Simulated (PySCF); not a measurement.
C$_{2}$H$_{8}$AlFN$_{2}$, singlet, geometry from GFN2-xTB (such geometries of metal compounds can be far from the true shape), with bond 6-4 at 1.4 times its length; CASSCF(6,4)/STO-3G (PySCF).

Here is a job for PySCF.
```python
from pyscf import gto, scf, mcscf
import numpy

mol = gto.Mole()
mol.atom = '''
    Al    0.162302    0.283566    0.295718
    F     0.429766    1.711024    1.080614
    N    -0.929745    0.246759   -1.114111
    C    -1.672329    1.342381   -1.725474
    H    -1.099654   -0.623192   -1.601300
    H    -3.183062    1.086744   -1.682812
    H    -1.376355    1.492577   -2.768813
    H    -1.463253    2.258328   -1.173872
    N     0.995900   -1.162639    0.914978
    C     0.968980   -2.540664    0.453431
    H     1.601845   -1.062007    1.722108
    H     0.591179   -3.215676    1.228362
    H     1.965336   -2.883103    0.155263
    H     0.311513   -2.611430   -0.410420
'''
mol.basis = 'sto-3g'
mol.charge = 0
mol.spin = 0
mol.verbose = 4
mol.build()

mf = scf.RHF(mol)
mf.kernel()
mc = mcscf.CASSCF(mf, 4, 6)
mc.fix_spin_(ss=0.0)
mc.kernel()
occ = numpy.linalg.eigvalsh(mc.fcisolver.make_rdm1(mc.ci, mc.ncas, mc.nelecas))[::-1]
ss = mc.fcisolver.spin_square(mc.ci, mc.ncas, mc.nelecas)[0]
print('natural occupations', occ.round(4), ' <S^2>', round(ss, 4))
```

The log (banner, timings and long lists left out):

```
PySCF version 2.14.0

[INPUT] verbose = 4
[INPUT] num. atoms = 14
[INPUT] num. electrons = 56
[INPUT] charge = 0
[INPUT] spin (= nelec alpha-beta = 2S) = 0
[INPUT] symmetry False subgroup None
[INPUT] Mole.unit = angstrom
[INPUT] Symbol           X                Y                Z      unit          X                Y                Z       unit  Magmom
[...]
nuclear repulsion = 291.400056127193
number of shells = 28
number of NR pGTOs = 126
number of NR cGTOs = 42
basis = sto-3g
ecp = {}

******** <class 'pyscf.scf.hf.RHF'> ********
method = RHF
initial guess = minao
damping factor = 0
level_shift factor = 0
DIIS = <class 'pyscf.scf.diis.CDIIS'>
diis_start_cycle = 1
diis_space = 8
diis_damp = 0
SCF conv_tol = 1e-09
SCF conv_tol_grad = None
SCF max_cycles = 50
direct_scf = True
direct_scf_tol = 1e-13
Set gradient conv threshold to 3.16228e-05
Initial guess from minao.
init E= -524.118109872679
[...]
cycle= 1 E= -523.91123104219  delta_E= 0.207  |g|= 0.536  |ddm|= 4.47
[...]
cycle= 2 E= -524.023263482075  delta_E= -0.112  |g|= 0.128  |ddm|= 0.942
[...]
cycle= 3 E= -524.029537375559  delta_E= -0.00627  |g|= 0.0331  |ddm|= 0.202
[...]
cycle= 4 E= -524.030155172097  delta_E= -0.000618  |g|= 0.00656  |ddm|= 0.0713
[...]
cycle= 5 E= -524.030186681022  delta_E= -3.15e-05  |g|= 0.00191  |ddm|= 0.0164
[...]
cycle= 6 E= -524.030189786818  delta_E= -3.11e-06  |g|= 0.000376  |ddm|= 0.00556
[...]
cycle= 7 E= -524.030189915283  delta_E= -1.28e-07  |g|= 7.24e-05  |ddm|= 0.00123
[...]
cycle= 8 E= -524.030189918706  delta_E= -3.42e-09  |g|= 2.01e-05  |ddm|= 0.00017
[...]
cycle= 9 E= -524.03018991901  delta_E= -3.04e-10  |g|= 3.39e-06  |ddm|= 5.63e-05
[...]
Extra cycle  E= -524.030189919019  delta_E= -8.53e-12  |g|= 1.33e-06  |ddm|= 6.65e-06
converged SCF energy = -524.030189919019

******** <class 'pyscf.mcscf.mc1step.CASSCF'> ********
CAS (3e+3e, 4o), ncore = 25, nvir = 13
max_cycle_macro = 50
max_cycle_micro = 4
conv_tol = 1e-07
conv_tol_grad = None
orbital rotation max_stepsize = 0.02
orbital rotation threshold for CI restart = 0.01
augmented hessian ah_max_cycle = 30
augmented hessian ah_conv_tol = 1e-12
augmented hessian ah_linear dependence = 1e-14
augmented hessian ah_level shift = 1e-08
augmented hessian ah_start_tol = 2.5
augmented hessian ah_start_cycle = 3
augmented hessian ah_grad_trust_region = 3
kf_trust_region = 3
kf_interval = 4
ci_response_space = 4
ci_grad_trust_region = 3
with_dep4 0
natorb = False
canonicalization = True
sorting_mo_energy = False
ao2mo_level = 2
internal_rotation = False
******** <class 'pyscf.fci.addons.SpinPenaltyFCISolver'> ********
max. cycles = 50
conv_tol = 1e-08
davidson only = True
linear dependence = 1e-12
level shift = 0.001
max iter space = 12
nroots = 1
pspace_size = 400
spin = None
CASCI E = -524.031693710855  S^2 = 0.0000000
Set conv_tol_grad to 0.000316228
macro iter   1 ( 21 JK    4 micro), CASSCF E = -524.042929434318  dE = -1.12357235e-02  S^2 = 0.0000000
               |grad[o]|=0.00488  |grad[c]|=0.0183  |ddm|=0.0395  |maxRot[o]|=0.314
macro iter   2 ( 21 JK    4 micro), CASSCF E = -524.064065195686  dE = -2.11357614e-02  S^2 = 0.0000000
               |grad[o]|=0.0232  |grad[c]|=0.0222  |ddm|=0.0432  |maxRot[o]|=0.314
macro iter   3 ( 21 JK    4 micro), CASSCF E = -524.069570141323  dE = -5.50494564e-03  S^2 = 0.0000000
               |grad[o]|=0.0224  |grad[c]|=0.0305  |ddm|=0.0108  |maxRot[o]|=0.141
macro iter   4 ( 16 JK    4 micro), CASSCF E = -524.069965081756  dE = -3.94940434e-04  S^2 = 0.0000000
               |grad[o]|=0.00849  |grad[c]|=0.00247  |ddm|=0.00164  |maxRot[o]|=0.093
macro iter   5 ( 10 JK    3 micro), CASSCF E = -524.069976813697  dE = -1.17319402e-05  S^2 = 0.0000000
               |grad[o]|=0.00305  |grad[c]|=0.0177  |ddm|=0.00103  |maxRot[o]|= 0.11
macro iter   6 (  7 JK    2 micro), CASSCF E = -524.069980755105  dE = -3.94140795e-06  S^2 = 0.0000000
               |grad[o]|=0.00228  |grad[c]|=0.0182  |ddm|=0.000359  |maxRot[o]|=0.0699
[...]
macro iter  20 (  7 JK    2 micro), CASSCF E = -524.070380096124  dE = -5.60229466e-06  S^2 = 0.0000000
               |grad[o]|=0.000442  |grad[c]|=0.0132  |ddm|=0.00108  |maxRot[o]|=0.0697
macro iter  21 (  7 JK    2 micro), CASSCF E = -524.070383921277  dE = -3.82515236e-06  S^2 = 0.0000000
               |grad[o]|=0.000363  |grad[c]|=0.0133  |ddm|=0.000927  |maxRot[o]|=0.0698
macro iter  22 (  5 JK    1 micro), CASSCF E = -524.070384662613  dE = -7.41336407e-07  S^2 = 0.0000000
               |grad[o]|=0.000143  |grad[c]|=0.00431  |ddm|=0.000214  |maxRot[o]|= 0.04
macro iter  23 (  7 JK    2 micro), CASSCF E = -524.070386297727  dE = -1.63511368e-06  S^2 = 0.0000000
               |grad[o]|=0.000243  |grad[c]|=0.0102  |ddm|=0.000913  |maxRot[o]|=0.0624
macro iter  24 (  4 JK    1 micro), CASSCF E = -524.070386964164  dE = -6.66437359e-07  S^2 = 0.0000000
               |grad[o]|=0.000199  |grad[c]|=0.000692  |ddm|=6.38e-05  |maxRot[o]|= 0.02
macro iter  25 (  7 JK    2 micro), CASSCF E = -524.070389823712  dE = -2.85954832e-06  S^2 = 0.0000000
               |grad[o]|=0.000467  |grad[c]|=0.00744  |ddm|=0.00104  |maxRot[o]|=0.0698
macro iter  26 (  7 JK    2 micro), CASSCF E = -524.070392937551  dE = -3.11383837e-06  S^2 = 0.0000000
               |grad[o]|=0.000396  |grad[c]|=0.0058  |ddm|=0.00104  |maxRot[o]|=0.0698
macro iter  27 (  7 JK    2 micro), CASSCF E = -524.070396748475  dE = -3.81092434e-06  S^2 = 0.0000000
               |grad[o]|=0.000407  |grad[c]|=0.00455  |ddm|=0.000973  |maxRot[o]|=0.0698
macro iter  28 (  7 JK    2 micro), CASSCF E = -524.070400312076  dE = -3.56360101e-06  S^2 = 0.0000000
               |grad[o]|=0.000331  |grad[c]|=0.00391  |ddm|=0.000966  |maxRot[o]|=0.0698
macro iter  29 (  7 JK    2 micro), CASSCF E = -524.070403736431  dE = -3.42435499e-06  S^2 = 0.0000000
               |grad[o]|=0.000325  |grad[c]|=0.00383  |ddm|=0.00092  |maxRot[o]|=0.0698
macro iter  30 (  7 JK    2 micro), CASSCF E = -524.070406739651  dE = -3.00321972e-06  S^2 = 0.0000000
               |grad[o]|=0.000244  |grad[c]|=0.00435  |ddm|=0.000859  |maxRot[o]|=0.0698
macro iter  31 (  7 JK    2 micro), CASSCF E = -524.070409536184  dE = -2.79653273e-06  S^2 = 0.0000000
               |grad[o]|=0.000276  |grad[c]|=0.00536  |ddm|=0.000752  |maxRot[o]|=0.0698
macro iter  32 (  7 JK    2 micro), CASSCF E = -524.070411742650  dE = -2.20646689e-06  S^2 = 0.0000000
               |grad[o]|=0.000184  |grad[c]|=0.00657  |ddm|=0.000619  |maxRot[o]|=0.0698
macro iter  33 (  7 JK    2 micro), CASSCF E = -524.070413659414  dE = -1.91676327e-06  S^2 = 0.0000000
               |grad[o]|=0.000279  |grad[c]|=0.00793  |ddm|=0.000419  |maxRot[o]|=0.0698
macro iter  34 (  6 JK    1 micro), CASSCF E = -524.070414611953  dE = -9.52539040e-07  S^2 = 0.0000000
               |grad[o]|=0.000142  |grad[c]|=0.00661  |ddm|=0.000138  |maxRot[o]|=0.0599
macro iter  35 (  6 JK    2 micro), CASSCF E = -524.070415669821  dE = -1.05786796e-06  S^2 = 0.0000000
               |grad[o]|=0.000278  |grad[c]|=0.00526  |ddm|=5.54e-05  |maxRot[o]|=0.047
macro iter  36 (  6 JK    1 micro), CASSCF E = -524.070415817508  dE = -1.47687501e-07  S^2 = 0.0000000
               |grad[o]|=0.000135  |grad[c]|=0.000271  |ddm|=2.55e-05  |maxRot[o]|=0.00978
macro iter  37 (  6 JK    2 micro), CASSCF E = -524.070416728492  dE = -9.10983545e-07  S^2 = 0.0000000
               |grad[o]|=0.000351  |grad[c]|=0.00231  |ddm|=5.45e-05  |maxRot[o]|=0.0329
macro iter  38 (  5 JK    1 micro), CASSCF E = -524.070416808561  dE = -8.00694124e-08  S^2 = 0.0000000
               |grad[o]|=0.000138  |grad[c]|=6.6e-05  |ddm|=2.61e-05  |maxRot[o]|=0.00447
1-step CASSCF converged in  38 macro (309 JK  80 micro) steps
CASSCF canonicalization
Density matrix diagonal elements [1.97568981 1.97735147 1.9605974  0.08636132]
CASSCF energy = -524.070416808561
CASCI E = -524.070416808561  E(CI) = -9.18871123580914  S^2 = 0.0000000
natural occupations [1.9999 1.9996 1.9142 0.0863]  <S^2> 0.0
```
